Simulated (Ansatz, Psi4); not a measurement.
Here is a job for Psi4.
```
memory 2 GB

molecule {
0 3
  Hf    0.00000000   -0.00000000   -0.00000000
  Cl    2.04865978    0.84387061   -0.62490946
  Cl    0.97434455   -0.75371756    1.94478761
  Cl   -0.97434455    0.75371756   -1.94478761
  Cl   -2.04865978   -0.84387061    0.62490946
}

set basis def2-svp
set reference uks
set scf_type pk
set puream true
set d_convergence 1e-8
set dft_radial_points 99
set dft_spherical_points 590

energy('bhhlyp')
print_variables()
```

Problem. Write the same job for Ansatz (an electronic-structure program).

Solution. This is not unique; one that fits is 
Ansatz 0.2 input:
```yaml
crystal:
  periodic: [false, false, false]
  atoms:
    - {symbol: Hf, position_ang: [0.00000000, -0.00000000, -0.00000000]}
    - {symbol: Cl, position_ang: [2.04865978, 0.84387061, -0.62490946]}
    - {symbol: Cl, position_ang: [0.97434455, -0.75371756, 1.94478761]}
    - {symbol: Cl, position_ang: [-0.97434455, 0.75371756, -1.94478761]}
    - {symbol: Cl, position_ang: [-2.04865978, -0.84387061, 0.62490946]}
basis:
  gaussian:
    orbitals: def2-SVP
hamiltonian:
  xc: {name: BHLYP}
magnetization: {spin_polarized: true, initial_magnetization: 2}
accuracy: high
```

Both were run: Psi4 gave -1888.263930 Eh and Ansatz -1888.263931 Eh, 0.001 mEh apart.
